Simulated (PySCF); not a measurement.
Can point charges reproduce the dipole moment of `C=C(C)c1ccc(F)o1`?

Coordinates (GFN2-xTB, Å) and charges (e) from the PBE0/pcSseg-1 density (PySCF):

```csv
atom,x,y,z,Mulliken,IAO,Hirshfeld,ESP-fitted
C1,-1.780,-0.040,-1.373,-0.0144,-0.3342,-0.1151,-0.5122
C2,-1.106,-0.210,-0.236,-0.4774,+0.0099,-0.0028,+0.2167
C3,-1.743,-0.747,1.011,-0.1376,-0.4241,-0.1134,-0.4868
C4,0.303,0.118,-0.136,+0.2954,+0.1457,+0.0501,+0.0592
C5,1.177,0.031,0.918,-0.1422,-0.2129,-0.0817,-0.1689
C6,2.436,0.487,0.455,-0.1991,-0.2718,-0.1082,-0.4797
C7,2.218,0.812,-0.844,+0.5187,+0.4511,+0.1482,+0.4683
F8,3.047,1.289,-1.766,-0.2372,-0.2348,-0.0684,-0.1695
O9,0.960,0.605,-1.227,-0.3986,-0.2413,-0.0556,-0.1780
H10,-2.826,-0.283,-1.446,+0.1046,+0.1494,+0.0453,+0.1971
H11,-1.305,0.346,-2.257,+0.1118,+0.1584,+0.0388,+0.1836
H12,-1.243,-1.660,1.329,+0.1345,+0.1523,+0.0456,+0.1341
H13,-1.666,-0.021,1.819,+0.1346,+0.1523,+0.0456,+0.1346
H14,-2.792,-0.965,0.834,+0.1231,+0.1533,+0.0510,+0.1661
H15,0.959,-0.314,1.907,+0.0825,+0.1687,+0.0590,+0.1916
H16,3.353,0.562,0.999,+0.1014,+0.1779,+0.0616,+0.2439
```

What dipole does each set of charges give (1 e·Å = 4.803 D), and what does the density give?

The full density gives (-0.58, -0.66, 1.77) D, 1.97 D in size; dipole vectors point from the negative to the positive end.

| scheme | μx | μy | μz | size (D) | share of the full size (%) | angle to the full dipole (°) |
| --- | --- | --- | --- | --- | --- | --- |
| Mulliken | -2.31 | -1.41 | 2.80 | 3.90 | 197 | 20 |
| IAO | -1.12 | -1.06 | 2.65 | 3.07 | 155 | 4 |
| Hirshfeld | -0.30 | -0.34 | 0.88 | 0.99 | 50 | 0 |
| ESP-fitted | -0.61 | -0.67 | 1.79 | 2.00 | 102 | 0 |

Which set comes closest?

Length of the difference vector: ESP-fitted 0.03 D, Hirshfeld 0.98 D, IAO 1.11 D, Mulliken 2.15 D. Closest: ESP-fitted. 

What is left for the Hirshfeld atoms' own dipoles?

The shares of the density sum to the whole, so what Σ q r misses lies in dipoles about the nuclei. The atomic dipoles sum to (-0.58, -0.66, 1.77) − (-0.30, -0.34, 0.88) = (-0.28, -0.32, 0.89) D, 0.98 D in size.

With the origin at the mean of the coordinates, (0.000, 0.001, -0.001) Å, which are the largest single terms, by size, of the Hirshfeld dipole along the direction of the full one?

C7 -1.20, F8 +0.96, C3 -0.91, H13 +0.47, H14 +0.46 D; all 16 atoms together +0.99 D. The single terms depend on the origin, their sum doesn't.

Give the size of the full dipole in other units.

1.97 D = 0.777 au = 0.411 e·Å = 6.59 × 10⁻³⁰ C·m.

One conformer (not necessarily the lowest) at the GFN2-xTB geometry, without solvent, vibrations or thermal averaging.

Shape of the structure used: `[CH2:1]=[C:2]([CH3:3])[c:4]1[cH:5][cH:6][c:7]([F:8])[o:9]1`: C1–C2–C4–C5 180°.
